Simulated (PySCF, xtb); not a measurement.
C₅H₇F, SMILES F/C=C\C=C\C.

GFN2-xTB in xtb at its own geometry gives an orbital gap of 3.56 eV and a dipole moment of 2.22 D.

Geometry: B3LYP-D3(BJ)/def2-SVP. The structure was generated by enumeration; whether it is a known compound was not checked. One conformer was computed; it need not be the lowest.

Task: What does PBE/def2-TZVP (PySCF) give? (An estimate is asked for; the answer gives what the named calculation found.)

Result: gap 3.80 eV (levels -5.37 and -1.57 eV), dipole 1.31 D.
